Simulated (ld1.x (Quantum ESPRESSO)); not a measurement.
# Which change was made? (Gd, PAW)

| Property | Result |
| --- | --- |
| Element | Gd |
| Generator | ld1.x (Quantum ESPRESSO) 7.5 |
| Type | PAW |
| Functional | LDA (PZ) |
| Relativity | scalar-relativistic |
| Frozen core | [Kr] 4d10 |
| Valence charge | 18 |
| Reference configuration | 4f7 5s2 5p6 5d1 6s1.75 6p0 (charge +0.25) |
| Partial waves | 5s (bound): rcut 1.70, rcutus 1.95 bohr; 6s (bound): rcut 1.70, rcutus 1.95 bohr; 5p (bound): rcut 2.35, rcutus 3.10 bohr; 6p (bound, empty): rcut 2.35, rcutus 3.10 bohr; 5d (bound): rcut 1.95, rcutus 2.60 bohr; 5d channel at 1.95 Ry: rcut 1.95, rcutus 2.60 bohr; 4f (bound): rcut 0.60, rcutus 0.70 bohr; 4f channel at 0.95 Ry: rcut 0.60, rcutus 0.70 bohr |
| Local potential | all-electron potential smoothed inside 2.95 bohr (lloc = -1) |
| Core correction | Bessel-smoothed model core, default radius (core density twice the valence density) |
| Augmentation charge | PSQ, inside the norm-conserving radii |

Cutoffs, loose and tight: the cutoffs (Ry, on a coarse ladder) from which the occupation-weighted sum of valence levels, in a spherical-Bessel basis at the reference potential, stays within 10 and 1 mRy of its value at 400 Ry. They do not see the model core or the augmentation charge, which bear on the density cutoff. Test errors are all-electron minus pseudo excitation energies from the reference, over the configurations 4f7 5s2 5p6 5d1 6s2 6p0; 4f7 5s2 5p6 5d1 6s1 6p0; 4f7 5s2 5p6 5d1 6s0 6p0; 4f7 5s2 5p6 5d1 6s1.5 6p0; 4f6 5s2 5p6 5d2 6s2 6p0; 4f7 5s2 5p6 5d2 6s0 6p0; 4f7 5s2 5p6 5d2 6s1 6p0 (two spin-polarised tests are not counted in the largest error); variants that change the core or the reference have their own tests. The largest error is taken over the tests solved by every variant that gives reliable tests at all, those not shown here included: 4f7 5s2 5p6 5d1 6s0 6p0; 4f7 5s2 5p6 5d1 6s1 6p0; 4f7 5s2 5p6 5d1 6s1.5 6p0; 4f7 5s2 5p6 5d1 6s2 6p0.

The base gives: outcome: generated; cutoff, loose: over 300 Ry; cutoff, tight: over 300 Ry; bound ghosts: none; largest test error (meV): -4.2.

Problem. After one change the result is: outcome: failed: new_paw_hamiltonian: negative rho. Which change was it?
A. local potential all-electron potential smoothed inside 2.34 bohr (lloc = -1)
B. waves 5s (bound): rcut 1.56, rcutus 1.66 bohr; 6s (bound): rcut 1.56, rcutus 1.66 bohr
C. waves 4f (bound): rcut 0.60, rcutus 0.78 bohr; 4f channel at 0.95 Ry: rcut 0.60, rcutus 0.78 bohr

Solution. C. The others give: local potential all-electron potential smoothed inside 2.34 bohr (lloc = -1) → outcome: generated, overlap not positive; bound ghosts: not determined (overlap not positive); largest test error (meV): -14 | waves 5s (bound): rcut 1.56, rcutus 1.66 bohr; 6s (bound): rcut 1.56, rcutus 1.66 bohr → outcome: failed: find_q: problem finding q. A file whose overlap is not positive is unfit for use, and its test errors describe a broken file.
